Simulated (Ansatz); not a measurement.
The cluster BeSi4⁻. The state is a doublet with charge -1. Geometry PBE-D4/def2-SVPD, basis def2-TZVPD, Ansatz.

Cartesian coordinates in Å:
```
Be -0.574 1.507 -0.021
Si 1.157 0.500 0.980
Si 0.675 -1.640 0.000
Si -1.264 -0.395 0.637
Si 0.007 0.027 -1.596
```

| run | HOMO (eV) | LUMO (eV) |
| --- | --- | --- |
| A | -1.45 | 0.57 |
| B | -0.87 | 0.01 |
| C | -1.21 | 0.44 |
| D | -0.79 | -0.42 |

B3LYP takes the VWN-RPA correlation. Another isomer (doublet) lies 0.13 eV lower at PBE0-D4/def2-TZVPD; other spin states weren't run for this one.

HOMO and LUMO are taken over both spins.

The runs used B3LYP, LDA (SPW92), PBE0, r2SCAN. Estimate which is which.

A PBE0 (25 % exact exchange); B r2SCAN (0 % exact exchange); C B3LYP (20 % exact exchange); D LDA (SPW92) (0 % exact exchange). Exact exchange lowers occupied and raises empty levels; among semilocal functionals meta-GGAs tend to open the gap a little, and such runs are hard to tell apart. The gap grows from 0.37 eV (LDA (SPW92)) to 2.02 eV (PBE0).
